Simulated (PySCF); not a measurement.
This script is equivalent to a calculation on Ca²⁺ (calcium, charge +2).

```python
from pyscf import gto, scf, dft, mp, cc
import basis_set_exchange as bse
mol = gto.M(atom="Ca 0 0 0", charge=2, spin=0, symmetry="D2h",
            basis=gto.basis.parse(bse.get_basis("cc-pVDZ-X2C", elements=["Ca"], fmt="nwchem", header=False)),
            nucmod="G")
mf = scf.UHF(mol).sfx2c1e()
mf.irrep_nelec = {'Ag': (3, 3), 'B1u': (2, 2), 'B2u': (2, 2), 'B3u': (2, 2)}
mf.kernel()
```

(1) What total energy does it give?

(2) Which occupied shell lies highest, and where?

Answers

(1) -679.02301 hartree (calculated).

(2) 3p, at -51.142 eV.
